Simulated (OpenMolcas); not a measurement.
Fe III.

| Quantity | Value |
| --- | --- |
| Program | OpenMolcas 26.06 |
| Basis | ANO-L-VTZP [6s5p3d2f1g] |
| Scalar Hamiltonian | non-relativistic, point nucleus |
| Active space | 6 electrons in 6 orbitals (3d 4s) |
| State averaging | 2S+1 = 5 even, 30 roots; 2S+1 = 7 even, 1 root kept (CI in the orbitals of an earlier block); 2S+1 = 3 even, 121 roots kept (CI in the orbitals of an earlier block, 98 in the spin-orbit step); 2S+1 = 1 even, 89 roots kept (CI in the orbitals of an earlier block, 69 in the spin-orbit step) |
| Spin-orbit coupling | RASSI with atomic mean-field integrals over the reference wave functions, term energies averaged over their components |

Two sets of levels on these reference wave functions, in cm-1 above 3d6 5D4: one from CASSCF and one from MS-CASPT2, IPEA 0.25 Eh, imaginary shift 0.1 Eh (closed shells correlated: 3s 3p).

| Level | Set 1 | Set 2 |
| --- | --- | --- |
| 3d6 5D4 | 0.0 | 0.0 |
| 3d6 5D3 | 483 | 487 |
| 3d6 5D2 | 827 | 826 |
| 3d6 5D1 | 1049 | 1044 |
| 3d6 5D0 | 1158 | 1150 |
| 3d5 4s 7S3 | 12570 | 27540 |
| 3d6 3H6 | 23910 | 20270 |
| 3d6 3H5 | 24170 | 20510 |
| 3d6 3H4 | 24360 | 20660 |
| 3d5 4s 5S2 | 26100 | 38040 |
| 3d6 3P2(1) | 26170 | 19010 |
| 3d6 3F4(1) | 27400 | 21430 |
| 3d6 3P1(1) | 27600 | 20450 |
| 3d6 3F3(1) | 27670 | 21680 |
| 3d6 3F2(1) | 27870 | 21850 |
| 3d6 3P0(1) | 28210 | 21050 |

Task: Which set is which?

Result: Set 2 is MS-CASPT2. Its levels of the other terms of 3d6 lie at 0.73 to 0.85 of the other set's values, as expected, since terms of lower spin or lower L gain more correlation energy than the Hund ground term. Against 15 measured levels (Corliss and Sugar, J. Phys. Chem. Ref. Data 11, 135 (1982)) the mean absolute deviation is 490 cm-1 with it and 5500 cm-1 without; single levels miss by up to 3000 cm-1 with it.

CASPT2 breaks the degeneracy within a term, and the mean is taken; among the terms shown or strongly mixed into the levels shown the widest spread is 120 cm-1 (3d6 3H, MS-CASPT2). Over all roots computed the reference weight is 0.89 to 0.94 in MS-CASPT2; the roots of lowest weight are the least certain, and an intruder state may touch them. Some high roots are left out of the spin-orbit mixing, which shifts the levels that they would mix with. Terms from blocks run as CI alone lack orbitals of their own. A single d shell beside an s shell can misplace configurations of different d count against each other. Without dynamic correlation excited terms often stand tens of per cent too high (terms of higher spin than the ground term too low), and those without a measured partner can miss by more than the paired ones (holds for CASSCF). Blocks of more than 70 roots (2S+1 = 3 even) ran without multistate coupling (holds for MS-CASPT2). Measured partners are found by configuration, term and J. A level has none where our copy of the source lacks it or the pairing is in doubt (some pairs that miss far off the trend of their configuration count as doubtful), and it then counts in no deviation. Only configurations of the active space appear. Levels that lie high or do not pair safely by name in every column are left out.

A number in round brackets counts repeated terms of one configuration in the order of the reference energies.
